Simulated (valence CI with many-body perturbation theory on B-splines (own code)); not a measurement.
Values are calculated unless marked as measured or tabulated.
# Assign the levels of Co²¹⁺

Method: valence CI with perturbative core correlation (CI+MBPT): four valence electrons over a frozen Dirac-Fock core [He], a basis of 11 s, 11 p, 10 d, 8 f, 5 g, 2 h functions for each j, with the one-electron correlation potential Σ1 (screened to all orders), the two-electron term Σ2, the three-electron term Σ3, Breit, model QED; selected single and double excitations, second order for the rest, scaled by the run's own slope (own B-spline code, finite nucleus).

No measured levels were compared; by estimate levels of excited configurations hold to 0.05 to 0.15 % of their energy, terms of the ground configuration to about 0.5 %. Among the levels kept, up to 1100 cm⁻¹ of a level comes from second order outside the variational space, and about a tenth of that is noise between levels of different J, which matters for small intervals.

| No. | J | Parity | E (eV) | g |
| --- | --- | --- | --- | --- |
| 2 | 1 | even | 11.21 | 1.497 |
| 3 | 2 | even | 17.15 | 1.358 |
| 4 | 2 | even | 34.95 | 1.135 |
| 6 | 2 | odd | 66.22 | 1.973 |
| 7 | 1 | odd | 103.38 | 0.667 |
| 8 | 2 | odd | 103.69 | 1.237 |
| 9 | 3 | odd | 107.81 | 1.330 |
| 11 | 1 | odd | 123.84 | 1.369 |
| 13 | 1 | odd | 145.19 | 1.778 |
| 14 | 2 | odd | 150.37 | 1.047 |
| 15 | 1 | odd | 168.32 | 1.170 |
| 16 | 2 | even | 217.33 | 1.438 |
| 18 | 1 | even | 231.32 | 1.497 |
| 19 | 2 | even | 241.18 | 1.054 |

Energies count from the lowest level. Strongly mixed levels and levels close to another of their J and parity, and those with J = 0 are left out, so the numbers can have gaps.

Question: Give configuration and LS term of each level.

Answer: 2: 2s²2p² ³P; 3: 2s²2p² ³P; 4: 2s²2p² ¹D; 6: 2s2p³ ⁵S°; 7: 2s2p³ ³D°; 8: 2s2p³ ³D°; 9: 2s2p³ ³D°; 11: 2s2p³ ³P°; 13: 2s2p³ ³S°; 14: 2s2p³ ¹D°; 15: 2s2p³ ¹P°; 16: 2p⁴ ³P; 18: 2p⁴ ³P; 19: 2p⁴ ¹D.
